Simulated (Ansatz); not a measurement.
Q: Name a neutral molecule of B, C, Cl, N, Si and H with size of the dipole moment (B3LYP/def2-TZVPP) between 1.25 and 1.55 D and HOMO energy (B3LYP/def2-TZVPP) between -8.15 and -7.85 eV (Ansatz, PBE0-D4/def2-TZVP geometry).

A: `CB(Cl)N([SiH3])[SiH3]` (1.38 D, -8.07 eV). Other molecules can fit too; these were computed, each in one conformer that needn't be the lowest.

B3LYP here is the variant with VWN-RPA as its local correlation; programs differ in this.
